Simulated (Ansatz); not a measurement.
One geometry of C3H15Ge2NSi, SMILES `C[N](C)[Ge]([CH3])([SiH3])[GeH3]`, several functionals.

```yaml
crystal:
  periodic: [false, false, false]
  atoms:
    - {symbol: C, position_ang: [-1.098231, -0.499859, 1.891360]}
    - {symbol: N, position_ang: [-1.089481, 0.284035, 0.679545]}
    - {symbol: C, position_ang: [-2.311853, 0.122690, -0.072129]}
    - {symbol: Ge, position_ang: [0.484905, 0.268163, -0.306007]}
    - {symbol: C, position_ang: [0.305231, 1.631375, -1.700431]}
    - {symbol: Si, position_ang: [2.278979, 0.786068, 1.181751]}
    - {symbol: Ge, position_ang: [0.867222, -1.915713, -1.347488]}
    - {symbol: H, position_ang: [-0.184923, -0.331988, 2.468238]}
    - {symbol: H, position_ang: [-1.943990, -0.201233, 2.522622]}
    - {symbol: H, position_ang: [-1.188836, -1.585622, 1.716085]}
    - {symbol: H, position_ang: [-2.497733, -0.916757, -0.393894]}
    - {symbol: H, position_ang: [-3.168416, 0.430618, 0.539958]}
    - {symbol: H, position_ang: [-2.304674, 0.754255, -0.963050]}
    - {symbol: H, position_ang: [1.264410, 1.778893, -2.198933]}
    - {symbol: H, position_ang: [-0.428587, 1.330806, -2.449254]}
    - {symbol: H, position_ang: [-0.009127, 2.574232, -1.250178]}
    - {symbol: H, position_ang: [2.534307, -0.330608, 2.131289]}
    - {symbol: H, position_ang: [3.513067, 1.003694, 0.378294]}
    - {symbol: H, position_ang: [1.992378, 2.020071, 1.962621]}
    - {symbol: H, position_ang: [-0.216740, -2.237295, -2.395104]}
    - {symbol: H, position_ang: [0.861601, -3.046765, -0.302673]}
    - {symbol: H, position_ang: [2.230893, -1.949159, -2.064021]}
basis:
  gaussian: {orbitals: def2-TZVPP}
hamiltonian: {xc: {name: BHLYP}, dispersion: d4}
output: {orbitals: {seedname: orbitals}}
```

```sh
$ ansatz run in.yaml --threads 4 --pin off --events-out ev --progress --plain --max-ram 66560MiB --backend cuda --devices 0, --max-vram 37GiB
```

Output, abridged:

```
Functional definition: BHLYP
2947 factors; their error is unknown
mean field evaluation 1: about -125747.5350 eV, gradient 6.6e1 eV
mean field evaluation 2: about -125745.3957 eV, gradient 7.2e1 eV
mean field evaluation 4: about -125756.8759 eV, gradient 3.7e0 eV
mean field evaluation 8: about -125756.9007 eV, gradient 5.6e-2 eV
mean field evaluation 16: about -125758.0460 eV, gradient 1.8e-4 eV
mean field -125758.04600238 eV, -4621.5229487222 hartree, gradient 6.7e-5 eV, S^2 0.000000; 0 other end points of the search recorded, 0 dependent functions left out
reference -125758.04627822 eV, -4621.5229588593 hartree; 59, 59 occupied and 413, 413 virtual orbitals, 2947 factors
Total energy: -125758.86940271 eV, -4621.5532081265 hartree
```

Hardware: 4 threads of an AMD EPYC 7R13 on a shared host and a share of an NVIDIA H100 80 GB. Wall time 5.5 s, peak host memory 1.1 GiB.

The same input with `hamiltonian: {xc: {name: r2SCAN0}, dispersion: d4}` (abridged; 11 s):

```
Functional definition: r2SCAN0
mean field evaluation 16: about -125756.6627 eV, gradient 1.7e-3 eV
mean field -125756.66270496 eV, -4621.4721134797 hartree, gradient 9.1e-6 eV, S^2 0.000000
Total energy: -125756.86711884 eV, -4621.4796255512 hartree
```

Changing it to `hamiltonian: {xc: {name: r2SCANh}, dispersion: d4}` (abridged; 9.5 s):

```
Functional definition: r2SCANh
mean field evaluation 16: about -125757.5533 eV, gradient 1.1e-3 eV
mean field -125757.55334700 eV, -4621.5048439709 hartree, gradient 2.7e-5 eV, S^2 0.000000
Total energy: -125757.73885745 eV, -4621.5116613543 hartree
```

With the line `hamiltonian: {xc: lda}` (abridged; 23 s):

```
Functional definition: SPW92
mean field evaluation 16: about -125514.1577 eV, gradient 2.1e-3 eV
mean field -125514.15770850 eV, -4612.5602192356 hartree, gradient 2.4e-5 eV, S^2 0.000000
Total energy: -125514.15776868 eV, -4612.5602214473 hartree
```

With the line `hamiltonian: {xc: {name: LC-wPBE}}` (abridged; 6.5 s):

```
Functional definition: LC-wPBE
mean field evaluation 16: about -125742.3071 eV, gradient 8.0e-4 eV
mean field -125742.30714824 eV, -4620.9445565010 hartree, gradient 4.0e-5 eV, S^2 0.000000
Total energy: -125742.30714826 eV, -4620.9445565014 hartree
```

With the line `hamiltonian: {xc: pbe0, dispersion: d4}` (abridged; 17 s):

```
Functional definition: PBE0
mean field evaluation 16: about -125738.8431 eV, gradient 2.5e-4 eV
mean field -125738.84305418 eV, -4620.8172533922 hartree, gradient 4.8e-5 eV, S^2 0.000000
Total energy: -125739.39091878 eV, -4620.8373870448 hartree
```
